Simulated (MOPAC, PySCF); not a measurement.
[Hf(Cl)2(H)2], neutral singlet in the gas phase. 

Z-matrix (Å, degrees):
```
Hf
H 1 1.8349
H 1 1.8349 2 107.00
Cl 1 2.3350 2 107.94 3 115.95
Cl 1 2.3350 2 107.94 3 -115.95
```
Charge 0, multiplicity 1.

All levels are single points at this geometry (r2SCAN-D4/def2-SVP); Pople sets use spherical d functions. Orbital energies aren't observables, and empty levels follow the basis.

PM6 in MOPAC gives gap (eV) = 9.05.

Estimate the gap (eV) from each of these levels: B3LYP-D3(BJ)/def2-TZVP in PySCF; TPSSh-D3(BJ)/def2-TZVP in PySCF; B3LYP/6-311+G** (LANL2DZ on Hf) in PySCF; B3LYP/LANL2DZ in PySCF; BP86/6-31G* (LANL2DZ on Hf) in PySCF; M06-2X/6-31G* (LANL2DZ on Hf) in PySCF; SVWN5/6-31G* (LANL2DZ on Hf) in PySCF; PM7 in MOPAC.


```
level                                     gap (eV)
----------------------------------------  --------
B3LYP-D3(BJ)/def2-TZVP in PySCF               5.99
TPSSh-D3(BJ)/def2-TZVP in PySCF               5.45
B3LYP/6-311+G** (LANL2DZ on Hf) in PySCF      5.84
B3LYP/LANL2DZ in PySCF                        5.84
BP86/6-31G* (LANL2DZ on Hf) in PySCF          4.05
M06-2X/6-31G* (LANL2DZ on Hf) in PySCF        8.25
SVWN5/6-31G* (LANL2DZ on Hf) in PySCF         3.82
PM7 in MOPAC                                 10.66
```
